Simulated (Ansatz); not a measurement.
Gas-phase reaction (SMILES): COB(Cl)Cl [dichloro(methoxy)borane] -> [CH2]OB(Cl)Cl + H atom; the C-H bond at the site shown breaks (other sites are not compared here).

Each molecule is optimised on its own at B3LYP-D3(BJ)/def2-TZVP (Ansatz, a first-principles code), one conformer each, not searched for the lowest. Valence correlation only, unless marked. Open shells are spin-unrestricted. Spin-orbit coupling is left out. Non-relativistic. CBS marks a two-point X^-3 extrapolation of the correlation energy; Hartree-Fock from the larger set. The bracket is a focal-point correction in the basis named. Thermal terms are rigid-rotor harmonic-oscillator values from B3LYP-D3(BJ) frequencies (Ansatz) at 298.15 K and 1 atm. 1 Eh = 627.5095 kcal/mol. Atoms have translation alone. Electronic entropy comes from spin alone.

| species | E, RI-MP2/CBS(cc-pV(T+d)Z,cc-pV(Q+d)Z)+[CCSD(T)-MP2]/cc-pV(T+d)Z (Ansatz) (Eh) | E, PBE0-D4/def2-TZVPD (Ansatz + dftd4) (Eh) | H - E (Eh) | G - E (Eh) |
|---|---|---|---|---|
| COB(Cl)Cl | -1059.49882 | -1060.13807 | 0.05646 | 0.01817 |
| [CH2]OB(Cl)Cl | -1058.82710 | -1059.47454 | 0.04177 | 0.00302 |
| H atom | -0.49995 | -0.50104 | 0.00236 | -0.01065 |

### Question
Work out ΔE and ΔH, ΔG, ΔS and the equilibrium constant at 298.15 K at the first level, then ΔH at the second.

### Answer

1. ΔE = [(-1058.82710) + (-0.49995)] - [(-1059.49882)] = 0.17177 Eh = 107.8 kcal/mol at RI-MP2/CBS(cc-pV(T+d)Z,cc-pV(Q+d)Z)+[CCSD(T)-MP2]/cc-pV(T+d)Z.
2. The terms H - E add up to -0.01233 Eh, so ΔH = (0.17177 + (-0.01233))×627.5095 = 100.1 kcal/mol.
3. The terms G - E add up to -0.02580 Eh, so ΔG = 91.6 kcal/mol, and ΔS = (-0.01233 - (-0.02580))×627509.5/298.15 = 28.4 cal/(mol K).
4. log10 K = -ΔG/(RT ln 10) = -67.1, with RT ln 10 = 1.3642 kcal/mol.
5. With ΔH and ΔS taken as constant, ΔG changes sign near ΔH/ΔS = 3520 K, a rough figure that leaves out heat capacities.
6. At PBE0-D4/def2-TZVPD the same steps give ΔE = 102.0 and ΔH = 94.2 kcal/mol, a shift of -5.9 from the first level.
7. These values are not checked against measurement here, since the tables used lack a sound gas-phase enthalpy of formation for at least one species.
